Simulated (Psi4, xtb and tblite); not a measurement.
Conformational energy of C₃H₁₁BSi, SMILES [SiH2](C(C)C)B. Scanned: dihedral B1–Si2–C3–C4; all other coordinates were relaxed at GFN2-xTB. Heavy atoms are numbered in the order of the SMILES B[SiH2]C(C)C, hydrogens after them in the order of the atoms that carry them; the mirror image has the same energies with the sign of each dihedral reversed.

- GFN2-xTB (xtb and tblite)
- PBE-D3(BJ)/def2-TZVP // GFN2-xTB (Psi4)

Energies relative to the lowest point of each profile, in kJ/mol:

```json
[
 {"φ / °": "-150", "GFN2-xTB": "3.21"},
 {"φ / °": "-120", "GFN2-xTB": "6.39"},
 {"φ / °": "-90", "GFN2-xTB": "2.61"},
 {"φ / °": "-60", "GFN2-xTB": "0.00"},
 {"φ / °": "-30", "GFN2-xTB": "3.12"},
 {"φ / °": "0", "GFN2-xTB": "6.37"},
 {"φ / °": "30", "GFN2-xTB": "2.65"},
 {"φ / °": "60", "GFN2-xTB": "0.81"},
 {"φ / °": "90", "GFN2-xTB": "3.98"},
 {"φ / °": "120", "GFN2-xTB": "6.48"},
 {"φ / °": "150", "GFN2-xTB": "3.50"},
 {"φ / °": "180", "GFN2-xTB": "0.72"}
]
```

Question: Predict the corresponding PBE-D3(BJ)/def2-TZVP column.

Answer: -150: 4.57; -120: 8.96; -90: 4.77; -60: 2.19; -30: 5.71; 0: 8.88; 30: 3.50; 60: 0.00; 90: 2.91; 120: 5.77; 150: 2.25; 180: 0.05 (kJ/mol).
